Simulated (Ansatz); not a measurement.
A structure relaxed at PBE0-D4/def2-TZVP, charge 0, multiplicity 1:

| atom | x (Å) | y (Å) | z (Å) |
| --- | --- | --- | --- |
| C1 | 0.947 | 0.599 | -2.066 |
| Al2 | -0.063 | 0.096 | -0.483 |
| C3 | 0.215 | -0.055 | 1.466 |
| Si4 | -1.529 | -0.655 | 1.156 |
| F5 | -1.997 | -2.087 | 1.720 |
| H6 | 1.100 | 1.683 | -2.090 |
| H7 | 1.937 | 0.134 | -2.043 |
| H8 | 0.449 | 0.303 | -2.992 |
| H9 | 0.530 | 0.542 | 2.321 |
| H10 | 0.925 | -0.900 | 1.348 |
| H11 | -2.514 | 0.339 | 1.663 |

Problem. Give its formula and SMILES.

Solution. C2H6AlFSi, `[CH3][Al]1[CH2][SiH]1F`.

Problem. Summarise the bond lengths by kind.

Solution. 2 × Al–C 1.945 to 1.974 Å; 5 × C–H 1.089 to 1.110 Å; 1 × Al–Si 2.323 Å; 1 × C–Si 1.870 Å; 1 × F–Si 1.609 Å; 1 × H–Si 1.488 Å.

Computed with Ansatz.
